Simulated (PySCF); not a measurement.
**Identify the compound**

Molecular formula: C6H2F4. Simulated spectra:

¹H NMR (600 MHz, computed): δ 6.69 (m, 2H).

¹³C{¹H} NMR (computed): δ 142.9 (C, m, 4C), 100.4 (CH, m, 2C).

How the numbers were obtained: PBE0-D3(BJ)/def2-SVP structure, B3LYP/pcJ-1 coupling constants (spin–dipole term only in couplings to heteroatoms), GIAO KT3/pcSseg-1 shieldings, in PySCF (single conformer, one averaged value for each set of equivalent atoms, in vacuum, relativity neglected).

Shifts are taken against calculated references (same method and geometry level): ¹H, ¹³C vs TMS.

Question: What is the structure?

Answer: 
Rings plus π bonds: 4 (1 ring in the answer). 2 carbon signals for 6 carbons: some carbons are equivalent by symmetry or fast rotation. Carbon types of the structure: 4 × C, 2 × CH, which accounts for all hydrogens. δC 142.9: aromatic carbon bearing fluorine; the electronegative substituent deshields the carbon that carries it. δC 100.4: aromatic CH. δH 6.69: hydrogen on an aromatic CH; the ring current deshields protons in the ring plane.

The compound is 1,2,4,5-tetrafluorobenzene.

The data come from this structure; uniqueness wasn't tested.

C–F couplings over four or more bonds (about 3 Hz to the para carbon of a fluoroarene) are left out. Common functionals overestimate the size of one-bond C–F couplings by tens of Hz; these are unscaled. Splittings below 1 Hz are ignored in the labels, and close J values are merged. Couplings among chemically equivalent protons are left out too, so labels in AA′BB′ or AA′XX′ sets are apparent multiplicities. Shifts are as computed, not scaled to solution data. Of 1211 compounds with measured shifts, 218 miss one by over three times the rms of a fit or turn the order of signals round; such compounds aren't used in these exercises.
